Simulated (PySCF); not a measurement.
# Correlation energy of V (vanadium, neutral)

[Ar] 3d4 4s1, high-spin 6D determinant (an excited configuration). Computed with PySCF 2.14 in def2-QZVPPD, with no relativity, point nucleus. Frozen: [Ar]; 5 electrons correlated.

```
  level  correlation energy (mhartree)
   CCSD                         -71.03
    (T)                          -2.15
CCSD(T)                         -73.18
```

Diagnostics: T1 = 0.020, D1 = 0.0359, largest double amplitude 0.029.

Problem. Is a single reference adequate?

Solution. Yes: T1 lies below 0.03 and no double amplitude reaches 0.07.
